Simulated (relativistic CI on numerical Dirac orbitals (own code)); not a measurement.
# Sensitivity of the levels of Mo IX to α and to the nuclear radius

Method of calculation: Dirac-Coulomb-Breit CI, orbitals from a KLI potential per configuration, derivatives by finite differences, unscaled Slater integrals, QED left out (own radial code, finite nucleus).

Configuration list (outside the closed core [Ar] 3d10): 4s²4p⁴, 4s4p⁵, 4p⁶, 4s²4p³4d, 4s4p⁴4d, 4s²4p³4f. Double excitations out of closed p, d and f shells are left out; levels of such configurations are missing from the list, as are those of other unlisted configurations, and high levels can miss mixing partners.

With x = (α/α₀)² − 1 an excitation energy changes as ω = ω₀ + qx; K = 2q/ω₀ is the relative enhancement. Terms are leading LS components, so labels can repeat. The field-shift factor is F = δν/δ⟨r²⟩ for the transition from the lowest level.

Lowest level 4s²4p⁴ ³P2.

```csv
Level,ω₀ (cm⁻¹),q (cm⁻¹),F (GHz/fm²)
4s²4p⁴ ³P0,18214,11830,-0.23
4s²4p⁴ ³P1,20097,23630,-0.335
4s²4p⁴ ¹D2,37198,21740,-0.272
4s²4p⁴ ¹S0,80368,36050,-1.05
4s4p⁵ ³P°2,237244,30710,-24.8
4s4p⁵ ³P°1,250444,41900,-24.5
4s4p⁵ ³P°0,260422,54920,-24.8
4s4p⁵ ¹P°1,305282,40130,-18.3
4s²4p³4d ⁵D°0,327656,17430,1.04
4s²4p³4d ⁵D°2,328202,17100,1.14
4s²4p³4d ⁵D°1,328212,18650,1.03
4s²4p³4d ⁵D°3,328383,16380,1.22
4s²4p³4d ⁵D°4,330222,19140,1.23
4s²4p³4d ³D°2,346015,9010,1.35
4s²4p³4d ³D°3,353872,22710,1.2
4s²4p³4d ³D°1,356242,24830,1.14
4s²4p³4d ³F°2,359341,23290,1.13
4s²4p³4d ³F°3,362733,25350,1.13
4s²4p³4d ¹S°0,364007,20940,1.21
4s²4p³4d ³F°4,367895,27610,1.15
4s²4p³4d ³G°3,373160,16700,1.3
4s²4p³4d ³G°4,376510,22050,1.27
4s²4p³4d ³G°5,381056,28450,1.18
```

At this charge configurations can still be misplaced by up to about 7 % of their energy.

(1) Which transition from the lowest level has the largest |K|?

Answers

(1) 4s²4p⁴ ³P1 at 20097 cm⁻¹, K = 2.35.
